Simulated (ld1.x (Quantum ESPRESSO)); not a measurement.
# What one change does to a pseudopotential (bismuth (Bi), TM)

bismuth, norm-conserving Troullier–Martins (Kleinman–Bylander form), made with ld1.x (Quantum ESPRESSO) 7.5 (PBE, scalar-relativistic). Core [Xe] 4f14, reference 5d10 6s1.5 6p3.5. Waves: 6s (bound): rc 1.80 bohr; 6p (bound): rc 1.95 bohr; 5d (bound): rc 1.90 bohr. Local part: all-electron potential smoothed inside 1.35 bohr (lloc = -1). Core correction: Bessel-smoothed model core inside 0.95 bohr.

Change: wave 6p (bound): rc 1.95 bohr becomes 6p (bound): rc 1.72 bohr.

Cutoffs: the cutoffs (Ry, on a coarse ladder) from which the occupation-weighted sum of valence levels, in a spherical-Bessel basis at the reference potential, stays within 10 and 1 mRy of its value at 400 Ry; they do not see the model core or the augmentation charge, which bear on the density cutoff. Errors are all-electron minus pseudo energies relative to the spin-unpolarised reference configuration.

Predict the effect on cutoff, ghosts and configuration errors.

The potential gets harder (55 Ry and 90 Ry → 70 Ry and 110 Ry); both files keep a bound ghost (p, s); of the 7 tests that both files solve, the error grows in 5 and shrinks in 1 by more than 15 % and 0.3 meV (median size 4.0 → 9.0 meV). A smaller radius makes the pseudo-wave follow the all-electron one further in, where it bends more sharply, so more plane waves are needed.

```tsv
quantity	base	changed
cutoff, loose	55 Ry	70 Ry
cutoff, tight	90 Ry	110 Ry
loose cutoff by channel (10 mRy a level)	s 21 Ry, p 25 Ry, d 45 Ry	s 21 Ry, p 40 Ry, d 45 Ry
bound ghosts	s, p	s, p
error for 5d10 6s2 6p3, meV [ΔE -5.00 eV]	+0.5	-0.4
error for 5d10 6s2 6p2, meV [ΔE 2.92 eV]	-3.9	-5.5
error for 5d10 6s2 6p1, meV [ΔE 18.16 eV]	-12	-16
error for 5d10 6s1 6p4, meV [ΔE 5.09 eV]	-2.0	-3.1
error for 5d10 6s0 6p5, meV [ΔE 15.50 eV]	-11	-22
error for 5d10 6s1 6p3, meV [ΔE 13.73 eV]	-4.0	-9.0
error for 5d10 6s1 6p0, meV [ΔE 86.91 eV]	-55	-44
```

 A true bound ghost makes a file unfit for plane-wave use even where its test errors are small: the radial tests pick states by their node count and pass the ghost by.
